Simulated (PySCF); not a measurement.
methylenecyclopropane (C₄H₆), singlet, geometry from GFN2-xTB; CAMB3LYP/3-21G run with PySCF.

The PySCF input:
```python
from pyscf import gto, scf, dft

mol = gto.M(
    atom='''
C    -0.00129317   -0.00275161    0.32081465
C     0.00476049   -0.75084329   -0.93743343
C     0.00274446    0.76681235   -0.92442470
C    -0.00656195   -0.01396254    1.62791476
H    -0.89706014   -1.26329903   -1.24208508
H     0.91033734   -1.26096073   -1.23477960
H     0.90695617    1.28435584   -1.21296218
H    -0.90044131    1.28201754   -1.22026766
H    -0.00762667   -0.93636207    2.18656861
H    -0.01006437    0.89871900    2.20229818
''',
    basis='3-21g',
    verbose=4,
)

mf = dft.RKS(mol)
mf.xc = 'camb3lyp'
mf.kernel()
```

Output, abridged:

```
PySCF version 2.14.0

[INPUT] verbose = 4
[INPUT] num. atoms = 10
[INPUT] num. electrons = 30
[INPUT] charge = 0
[INPUT] spin (= nelec alpha-beta = 2S) = 0
[INPUT] symmetry False subgroup None
[INPUT] Mole.unit = angstrom
[INPUT] Symbol           X                Y                Z      unit          X                Y                Z       unit  Magmom
[INPUT]  1 C     -0.001293170000  -0.002751610000   0.320814650000 AA   -0.002443737133  -0.005199789302   0.606251825248 Bohr   0.0
[INPUT]  2 C      0.004760490000  -0.750843290000  -0.937433430000 AA    0.008996022319  -1.418888180567  -1.771492442712 Bohr   0.0
[INPUT]  3 C      0.002744460000   0.766812350000  -0.924424700000 AA    0.005186277760   1.449065330434  -1.746909505783 Bohr   0.0
[INPUT]  4 C     -0.006561950000  -0.013962540000   1.627914760000 AA   -0.012400288343  -0.026385376603   3.076313050537 Bohr   0.0
[INPUT]  5 H     -0.897060140000  -1.263299030000  -1.242085080000 AA   -1.695197981864  -2.387289180129  -2.347200624608 Bohr   0.0
[INPUT]  6 H      0.910337340000  -1.260960730000  -1.234779600000 AA    1.720288253565  -2.382870433532  -2.333395268200 Bohr   0.0
[INPUT]  7 H      0.906956170000   1.284355840000  -1.212962180000 AA    1.713898768284   2.427080784086  -2.292166319655 Bohr   0.0
[INPUT]  8 H     -0.900441310000   1.282017540000  -1.220267660000 AA   -1.701587467145   2.422662037489  -2.305971676064 Bohr   0.0
[INPUT]  9 H     -0.007626670000  -0.936362070000   2.186568610000 AA   -0.014412317542  -1.769467865731   4.132015825471 Bohr   0.0
[INPUT] 10 H     -0.010064370000   0.898719000000   2.202298180000 AA   -0.019018902916   1.698332772943   4.161740404828 Bohr   0.0

nuclear repulsion = 110.000996969193
number of shells = 32
number of NR pGTOs = 78
number of NR cGTOs = 48
basis = 3-21g
ecp = {}

******** <class 'pyscf.dft.rks.RKS'> ********
method = RKS
initial guess = minao
damping factor = 0
level_shift factor = 0
DIIS = <class 'pyscf.scf.diis.CDIIS'>
diis_start_cycle = 1
diis_space = 8
diis_damp = 0
SCF conv_tol = 1e-09
SCF conv_tol_grad = None
SCF max_cycles = 50
direct_scf = True
direct_scf_tol = 1e-13
XC library pyscf.dft.libxc version 7.1.2
    S. Lehtola, C. Steigemann, M. J. T. Oliveira, and M. A. L. Marques,  SoftwareX 7, 1–5 (2018)
XC functionals = camb3lyp
    T. Yanai, D. P. Tew, and N. C. Handy,  Chem. Phys. Lett. 393, 51 (2004)
radial grids:
    Treutler-Ahlrichs [JCP 102, 346 (1995); DOI:10.1063/1.469408] (M4) radial grids

becke partition: Becke, JCP 88, 2547 (1988); DOI:10.1063/1.454033
pruning grids: <function nwchem_prune>
grids dens level: 3
symmetrized grids: False
atomic radii adjust function: <function treutler_atomic_radii_adjust>
small_rho_cutoff = 0
Set gradient conv threshold to 3.16228e-05
Initial guess from minao.
tot grids = 115320
init E= -155.617267194163
  HOMO = -0.301195929915897  LUMO = -0.0281613603057407  gap/eV = 7.42965
cycle= 1 E= -154.98768546498  delta_E= 0.63  |g|= 0.199  |ddm|= 3.04
  HOMO = -0.290242438942943  LUMO = 0.094798869246429  gap/eV = 10.47751
cycle= 2 E= -154.996245438917  delta_E= -0.00856  |g|= 0.121  |ddm|= 0.364
  HOMO = -0.31857195739055  LUMO = 0.073889095957536  gap/eV = 10.67941
cycle= 3 E= -154.999740904029  delta_E= -0.0035  |g|= 0.0294  |ddm|= 0.134
  HOMO = -0.31758579777366  LUMO = 0.074761481493347  gap/eV = 10.67631
cycle= 4 E= -154.999914347539  delta_E= -0.000173  |g|= 0.0166  |ddm|= 0.0426
  HOMO = -0.316206736158029  LUMO = 0.0763311479918825  gap/eV = 10.68150
cycle= 5 E= -154.999982425036  delta_E= -6.81e-05  |g|= 0.00069  |ddm|= 0.0191
  HOMO = -0.316259024106388  LUMO = 0.0762872056606554  gap/eV = 10.68173
cycle= 6 E= -154.999982679239  delta_E= -2.54e-07  |g|= 0.000197  |ddm|= 0.00223
  HOMO = -0.316238377883004  LUMO = 0.0763100452414922  gap/eV = 10.68179
cycle= 7 E= -154.999982689527  delta_E= -1.03e-08  |g|= 8.49e-05  |ddm|= 0.000388
  HOMO = -0.316250111740199  LUMO = 0.0763027476604576  gap/eV = 10.68191
cycle= 8 E= -154.999982691433  delta_E= -1.91e-09  |g|= 1.63e-05  |ddm|= 0.000121
  HOMO = -0.316249470056468  LUMO = 0.0763035147508786  gap/eV = 10.68191
cycle= 9 E= -154.999982691504  delta_E= -7.09e-11  |g|= 6.65e-07  |ddm|= 3.23e-05
  HOMO = -0.316249561001067  LUMO = 0.0763033974783713  gap/eV = 10.68191
Extra cycle  E= -154.999982691504  delta_E= -5.68e-14  |g|= 2.2e-07  |ddm|= 2e-06
converged SCF energy = -154.999982691504
```
